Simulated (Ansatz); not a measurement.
`F[SiH]([SiH3])P` + H₂ → `F[SiH2]P` + SiH₄ at 700 K and 1 bar (hydrogenolysis of the Si–Si bond).

Gas-phase electronic energies from Ansatz, PBE0-D4/def2-TZVP geometries. CBS: MP2 limit from def2 TZ/QZ plus the TZ coupled-cluster correction, frozen cores. This one scheme is used for every species. One conformer a species, not always the lowest.

```csv
species,CCSD(T)/CBS energy (Eh),H − E (kJ/mol),S (J/(mol·K))
`F[SiH]([SiH3])P`,-1022.55000,226.2,489.5
H₂,-1.17544,46.8,155.3
`F[SiH2]P`,-732.27050,154.8,385.4
SiH₄,-291.46306,115.5,252.9
```

H − E and S are ideal-gas, rigid-rotor, harmonic terms from PBE0-D4/def2-TZVP, for one conformer and one mirror image of each species. The MP2-based limit puts H₂ 0.8 mEh under its directly extrapolated value; such offsets cancel only in part. 1 Eh = 2625.50 kJ/mol, R = 8.31446 J/(mol·K).

Problem. By hand: ΔE, ΔH, ΔS and ΔG.

Solution. ΔE = (-732.27050) + (-291.46306) − (-1022.55000) − (-1.17544) = -0.00812 Eh = -21.3 kJ/mol. Δ(H − E) = 154.8 + 115.5 − 226.2 − 46.8 = -2.7, so ΔH = -24.0 kJ/mol. ΔS = 385.4 + 252.9 − 489.5 − 155.3 = -6.5 J/(mol·K). ΔG = -24.0 − 700 × (-6.5)/1000 = -19.4 kJ/mol.

Problem. By hand: the equilibrium constant, and the temperature at which ΔG would vanish if ΔH and ΔS stayed fixed.

Solution. log₁₀ K = −ΔG/(RT ln 10) = 1.4. ΔG = 0 at ΔH/ΔS = 3692 K, far beyond where these terms or the molecules hold.

The number of gas molecules stays the same, so ΔS is small and ΔH decides. A doubt of 5 kJ/mol in ΔE shifts log₁₀ K by 0.4 here. Other conformers and mirror images would add mixing entropy, several J/(mol·K) or more a flexible species. These are equilibria of isolated gas molecules and say nothing of rates. Largest T1 diagnostic: 0.014 (customary marks: 0.02 for closed shells, 0.045 for open ones).
